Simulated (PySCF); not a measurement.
SMILES B([O])(O)O, doublet, PBE0/def2-SVP optimised geometry.

```
6

O     -1.07    -1.58     0.00
B     -0.47    -0.35     0.00
O      0.89    -0.35     0.00
O     -1.31     0.72     0.00
H      1.31     0.52     0.00
H     -0.88     1.58     0.00
```

Density from unrestricted PBE0/def2-TZVP in PySCF 2.14.0 at that geometry.

Minimum of the electron density along straight lines between bonded atoms, close to the bond critical point (lines longer than 1.1 times the sum of covalent radii, or with two minima, are not listed):

```json
[
 {"bond": "O1–B2", "length / Å": "1.374", "ρ at the minimum / e bohr⁻³": "0.212", "∇²ρ there / e bohr⁻⁵": "0.83", "position (fraction from the first atom)": "0.67"},
 {"bond": "B2–O3", "length / Å": "1.361", "ρ at the minimum / e bohr⁻³": "0.211", "∇²ρ there / e bohr⁻⁵": "0.90", "position (fraction from the first atom)": "0.33"},
 {"bond": "B2–O4", "length / Å": "1.361", "ρ at the minimum / e bohr⁻³": "0.211", "∇²ρ there / e bohr⁻⁵": "0.90", "position (fraction from the first atom)": "0.33"},
 {"bond": "O3–H5", "length / Å": "0.960", "ρ at the minimum / e bohr⁻³": "0.359", "∇²ρ there / e bohr⁻⁵": "-2.47", "position (fraction from the first atom)": "0.81"},
 {"bond": "O4–H6", "length / Å": "0.960", "ρ at the minimum / e bohr⁻³": "0.359", "∇²ρ there / e bohr⁻⁵": "-2.47", "position (fraction from the first atom)": "0.81"}
]
```
